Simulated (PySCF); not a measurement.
**Interval between two levels of Kr⁺ by level of theory**

Kr⁺ [Ar] 3d10 4s2 4p5 [2P3/2, M_J = 3/2] → Kr⁺ [Ar] 3d10 4s1 4p5 5s1 [4P5/2, M_J = 5/2], as a difference of total energies. Computed with PySCF 2.14 in x2c-SVPall-2c with one added diffuse shell each of s, p, d type (6s7p4d, 47 functions), with the two-component X2C-1e Hamiltonian. Correlated levels: [Ne] frozen. "Screened" scales the spin-orbit matrix elements by Boettger's factors to mimic the two-electron term; Breit and QED terms are absent.

| method | interval between two levels (cm⁻¹) |
| --- | --- |
| GHF (spin-free) | 242930 |
| GMP2 (spin-free) | 226460 |
| GHF (screened spin-orbit) | 242830 |
| GMP2 (screened spin-orbit) | 227020 |

The labels give the starting determinants; with spin-orbit coupling the two ends relaxed to ⟨J²⟩ = 3.76, ⟨L²⟩ = 2.01, ⟨S²⟩ = 0.76 and ⟨J²⟩ = 8.78, ⟨L²⟩ = 2.03, ⟨S²⟩ = 3.76.

The promoted electron is Rydberg-like, and one or two diffuse shells describe it only roughly, which tends to raise the upper state.
